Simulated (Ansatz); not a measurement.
System: sum formula BPH3, charge 0, multiplicity 2. It need not be the lowest isomer of its formula. SMILES: [PH]B
Structure (B3LYP-D3(BJ)/def2-TZVP (Ansatz, a quantum-chemistry and plane-wave program) minimum search):
```xyz
5

B      0.0943    -0.3580    -1.2104
H     -0.6078     0.0790    -2.0676
H      0.8731    -1.2208    -1.4761
P     -0.1324     0.1823     0.5783
H      1.2493     0.1979     0.9212
```
Charge 0, spin multiplicity 2.

Computed values are from Ansatz. Valence correlation only, unless marked. UHF or UKS for open shells. No spin-orbit coupling. Non-relativistic. Basis-set limits of correlation are two-point, X^-3; Hartree-Fock from the larger set.

Question: What is the T1 diagnostic at CCSD/def2-QZVPP?

Answer: 0.021.

Question: What is the total energy at CCSD(T)/CBS(cc-pV(T+d)Z,cc-pV(Q+d)Z)?

Answer: -367.4544 Eh.

Question: What is the atomisation energy De at CCSD(T)/CBS(cc-pV(T+d)Z,cc-pV(Q+d)Z)?

Answer: 1367.7 kJ/mol.

Question: What is the dipole moment at CCSD(T)/aug-cc-pV(D+d)Z?

Answer: 0.51 D.
